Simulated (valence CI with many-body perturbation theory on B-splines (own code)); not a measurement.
# A CI+MBPT run for Pm³⁰⁺

Calculated by valence CI with perturbative core correlation (CI+MBPT): three valence electrons over a frozen Dirac-Fock core [Ar] 3d10, radial functions for each j: 7 s, 7 p, 5 d, 1 f, with the one-electron correlation potential Σ1 (screened to all orders), the two-electron term Σ2, the three-electron term Σ3, Breit, model QED; selected single and double excitations, second order for the rest (own B-spline code, finite nucleus).

Command, and the settings that its task file holds:

```sh
python run_cv.py task.json out
```

```
atom Pm  Z=61  mass_number=145  rms_radius_fm=4.9620
core [Ar] 3d10
valence 4s2 4p1
avg = 1
basis = S
breit = 1
cap = 1500
capref = 1200
cscale = 1
de = 0.0
dress = 0
eps = 2e-08
h = 0.27
hh = 1
l2 = 3
lcore = 6
maxit = 60
n2 = 5
natural = 1
nlev = 21
nno = [4, 4, 3, 0, 0]
nroot = 26
nsp = [3, 3, 2, 1, 0]
pt2 = 1
qed = 1
rpa = 1
s1 = 1
s2 = 1
s3 = 1
screen = 1
tol = 2e-05
```

It took 67 s on 1 thread of Intel(R) Xeon(R) Processor @ 2.50GHz (Skylake/Cascade Lake) (shared host).

Log. The first blocks belong to the next ion, which gives the ionisation energy. Fields: 2J, parity (1 odd), roots, reference size, generating configurations, candidates as configurations/state functions, variational space P, stored matrix elements, Davidson steps; e2 is the range of second-order energies in hartree. The first line gives the box (bohr), its intervals, the orbitals and the steps of their self-consistent field. Window is the range of levels sought, series limit the energy at which the first omitted orbital would enter, core excitation an estimate of the first excitation out of the core, left out the lowest levels not solved, and shifts from estimates the range by which levels moved from their first estimate, all in cm⁻¹.

```
rmax 3.7 intervals 58 orbitals 33 references ['4s2 4p', '4s 4p2', '4s2 4d', '4p3', '4s 4p 4d'] scf 3 t 3.0
2J=0 par=0 roots 2 ref 15 generators 4 cand 101/101 P 114/114 nnz 0 it 0
2J=0 par=0 roots 2 ref 15 generators 6 cand 2/2 P 114/114 nnz 0 it 0
   second order: generators 8 cand 2/2 e2 -0.00000 -0.00000
reference levels 441, estimated 48, window 1738942 1/cm; series limit 4871274, core excitation 7442446
2J=1 par=1 roots 4 ref 27 generators 9 cand 1196/1772 P 207/299 nnz 0 it 0
2J=1 par=1 roots 4 ref 27 generators 14 cand 1094/1605 P 917/1362 nnz 0 it 5
   second order: generators 18 cand 384/542 e2 -0.00000 -0.00000
2J=3 par=1 roots 6 ref 45 generators 13 cand 1515/3040 P 176/300 nnz 0 it 0
2J=3 par=1 roots 6 ref 45 generators 18 cand 1368/2785 P 791/1500 nnz 0 it 8
   second order: generators 23 cand 753/1585 e2 -0.00007 -0.00001
2J=1 par=0 roots 4 ref 38 generators 11 cand 1193/1764 P 215/300 nnz 0 it 0
2J=1 par=0 roots 4 ref 38 generators 15 cand 1095/1612 P 878/1288 nnz 0 it 0
   second order: generators 19 cand 432/624 e2 -0.00000 -0.00000
2J=3 par=0 roots 5 ref 59 generators 11 cand 1350/2759 P 166/300 nnz 0 it 0
2J=3 par=0 roots 5 ref 59 generators 17 cand 1366/2768 P 762/1498 nnz 0 it 5
   second order: generators 22 cand 770/1570 e2 -0.00002 -0.00001
2J=5 par=0 roots 4 ref 61 generators 10 cand 1291/2697 P 175/300 nnz 0 it 0
2J=5 par=0 roots 4 ref 61 generators 16 cand 1333/2916 P 773/1500 nnz 0 it 5
   second order: generators 22 cand 735/1716 e2 -0.00002 -0.00000
2J=5 par=1 roots 5 ref 44 generators 9 cand 1475/3159 P 167/300 nnz 0 it 0
2J=5 par=1 roots 5 ref 44 generators 18 cand 1334/2903 P 761/1500 nnz 0 it 6
   second order: generators 22 cand 740/1703 e2 -0.00004 -0.00002
2J=7 par=1 roots 2 ref 34 generators 4 cand 1057/2118 P 209/300 nnz 0 it 0
2J=7 par=1 roots 2 ref 34 generators 13 cand 1052/2243 P 773/1446 nnz 0 it 5
   second order: generators 17 cand 488/1097 e2 -0.00000 -0.00000
left out: unestimated 2532665, estimated 1920199, shifts from estimates -35 to 32
operators 6.7
```

The Davidson iterations converged.

The last digits are not significant, and no measured levels were compared; by estimate large intervals hold to a few tenths of a per cent, small ones and those within an open d or f shell to about a per cent.

```yaml
Valence_energy: -137.1719 hartree
Ionisation_energy: "1159.5 eV (NIST: 1158 ± 4 eV (theoretical))"
Reference_configurations_for_the_orbitals: 4s2 4p, 4s 4p2, 4s2 4d, 4p3, 4s 4p 4d
Radial_orbitals: 33
Box_radius: 3.697 bohr
Largest_variational_space: 1500
Lowest_levels: (4s^2 4p1/2) J=1/2 0, (4s^2 4p3/2) J=3/2 277810, (4s 4p1/2^2) J=1/2 525750, (4s 4p1/2 4p3/2) J=3/2 [a] 735390, (4s 4p1/2 4p3/2) J=5/2 782500, (4s 4p1/2 4p3/2) J=3/2 [b] 853860, (4s 4p1/2 4p3/2) J=1/2 880350, (4s 4p3/2^2) J=5/2 1038700, (4s 4p3/2^2) J=3/2 1153600, (4s 4p3/2^2) J=1/2 1159000, (4s^2 4d3/2) J=3/2 1231800, (4s^2 4d5/2) J=5/2 1274200, (4p1/2^2 4p3/2) J=3/2 1396000, (4s 4p1/2 4d3/2) J=3/2 [a] 1610200 cm⁻¹
```

Levels are named by their leading jj configuration (3d3/2^4 stands for four electrons in 3d with j = 3/2), which in mixed levels can hold well under half, so a name can repeat and another be missing. Letters in brackets count levels of one name in rising energy.
